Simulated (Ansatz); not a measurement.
The cluster Nb2S2⁻. Total charge -1; doublet. Geometry B3LYP-D4/def2-SVP, that of the neutral singlet; atoms count from 1.

```xyz
4

Nb    0.9388   -0.1624   -0.5832
Nb   -0.9388    0.1627    0.5831
S     1.1330    0.3034    1.7380
S    -1.1330   -0.3037   -1.7379
```

In the def2 sets Nb takes a core potential; there is no spin–orbit coupling. The highest occupied level of the charge -1 doublet lies above zero (up to 0.07 eV). Its loss leaves the charge 0 singlet, which lies 1.22 eV higher (vertical, at PBE0-D4/def2-TZVPD), but this difference is unsure: the singlet is doubtful (at the level of its geometry, restricted singlet, unstable towards broken spin symmetry at other levels and untested here). The structure comes from a short search, and lower isomers may exist.

Q: Estimate the Mulliken populations from the PBE0/def2-TZVPD orbitals of Ansatz.

A: 
```csv
atom,charge (e),spin (α − β),d electrons
Nb1,0.27,0.50,3.49
Nb2,0.27,0.50,3.49
S3,-0.77,0.00,–
S4,-0.77,0.00,–
```
Mulliken values and Mayer orders depend strongly on the basis. With diffuse functions, as here, like atoms can get unlike values, and bond orders can come out too low or too high.

Q: Where does the spin sit?

A: Summed by element: Nb 0.99, S 0.01, of 1 unpaired in all. Largest on single atoms: Nb1 0.50, Nb2 0.50, S3 0.00.

Q: And the Mayer bond orders between bonded heavy atoms (over 0.3)?

A: Nb1–Nb2 3.75 (2.23 Å); Nb1–S3 0.81 (2.38 Å); Nb1–S4 0.80 (2.38 Å); Nb2–S3 0.80 (2.38 Å); Nb2–S4 0.81 (2.38 Å).
